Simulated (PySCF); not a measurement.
C3H12SSi2.
Bonds: C1–C2, C2–C3, C3–Si4, Si4–S5, S5–Si6. Hydrogens: H7, H8, H9 on C1; H10, H11 on C2; H12, H13 on C3; H14, H15 on Si4; H16, H17, H18 on Si6.

The geometry is computed with GFN2-xTB (gas phase).

What internal coordinates does the optimisation give?

```csv
bond,length (Å),order
C1–C2,1.524,single
C2–C3,1.525,single
C3–Si4,1.890,single
Si4–S5,2.153,single
S5–Si6,2.140,single
"C1–H7, C1–H8, C1–H9",1.088,single
"C2–H10, C2–H11",1.092,single
"C3–H12, C3–H13",1.092,single
"Si4–H14, Si4–H15",1.463,single
"Si6–H16, Si6–H17, Si6–H18",1.455,single
```

Bonds in one row agree within 0.01 Å and their mean is given. Orders are formal, as drawn. A selection of angles:
```csv
angle,degrees
C2–C1–H7,110.5
C2–C1–H8,110.7
H7–C1–H8,108.4
H8–C1–H9,108.5
C1–C2–C3,111.8
C1–C2–H10,109.4
C3–C2–H10,109.5
H10–C2–H11,107.3
C2–C3–Si4,112.5
C2–C3–H12,109.2
Si4–C3–H12,109.8
H12–C3–H13,106.1
C3–Si4–S5,106.2
C3–Si4–H14,112.4
S5–Si4–H14,107.9
H14–Si4–H15,109.6
Si4–S5–Si6,103.3
S5–Si6–H16,108.6
S5–Si6–H17,103.3
S5–Si6–H18,108.5
H16–Si6–H17,113.0
H16–Si6–H18,110.1
```

Torsions: C1–C2–C3–Si4 180° (antiperiplanar); C2–C3–Si4–S5 180° (antiperiplanar); C3–Si4–S5–Si6 180° (antiperiplanar).

Si6 (SiH3 silicon) is distorted tetrahedral (angles from 103.3° to 113.0°). Si4 (SiH2 silicon) is tetrahedral (angles from 106.2° to 112.5°). The 6 heavy atoms lie in one plane (0.000 Å rms).

Point group: Cs (every atom within 0.08 Å of its image). No frequency check. One conformer, not necessarily the lowest.
